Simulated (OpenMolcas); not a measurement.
**Levels of Cu+ by method**

| Item | Value |
| --- | --- |
| Program | OpenMolcas |
| Basis | ANO-R2 [6s4p4d2f1g] |
| Scalar Hamiltonian | X2C, finite nucleus |
| Active space | 10 electrons in 6 orbitals (3d 4s) |
| State averaging | 2S+1 = 3 even, 5 roots; 2S+1 = 1 even, 6 roots |
| Spin-orbit coupling | state interaction with AMFI integrals over the reference wave functions, term energies averaged over their components |

Methods on the same reference wave functions:
A. CASSCF
B. SS-CASPT2, IPEA 0.25 Eh, imaginary shift 0.1 Eh (closed shells correlated: 3s 3p)

Energies in cm-1 above 3d10 1S0, the measured ground level; measured values from NIST Handbook of Basic Atomic Spectroscopic Data.

```json
{"Level": "3d9 4s 3D3", "A": "-14505", "B": "21980", "Measured": "21929"}
{"Level": "3d9 4s 3D2", "A": "-13494", "B": "22694", "Measured": "22847"}
{"Level": "3d9 4s 3D1", "A": "-12459", "B": "24026", "Measured": "23998"}
{"Level": "3d10 1S0", "A": "0.0", "B": "0.0", "Measured": "0.0"}
```

A puts 3d9 4s 3D3 lowest.

Deviations, from unrounded energies. A percentage is the sum of absolute deviations over the sum of measured energies, with the sign that they share, or ± where signs differ.

```json
{"Against measurement": "mean absolute deviation (cm-1)", "Levels": "3", "A": "36000", "B": "77"}
{"Against measurement": "other configurations (%)", "Levels": "3", "A": "-158.8", "B": "±0.3"}
```

B lies closest to measurement on these levels. The largest miss of B in the table is 3d9 4s 3D2, by -150 cm-1. The ranking rests on the paired levels alone, and a cruder setting can come out closer through cancelling errors.

The lowest spin-free term lies below A's lowest term by 0.857 hartree in B.

A single d shell beside an s shell can misplace configurations of different d count against each other. Without dynamic correlation excited terms often stand tens of per cent too high (terms of higher spin than the ground term too low), and those without a measured partner can miss by more than the paired ones (holds for A). The lowest computed level is not the ground level that NIST lists (1S0) (holds for A). Computed and measured levels are paired by configuration, term and J; levels that our copy of the source lacks, or whose pairing is in doubt (as where it misses far off the trend of its configuration), stay unpaired and out of the deviations. Levels of configurations outside the active space are missing. The table leaves out levels that lie high or whose names do not pair safely across all columns.
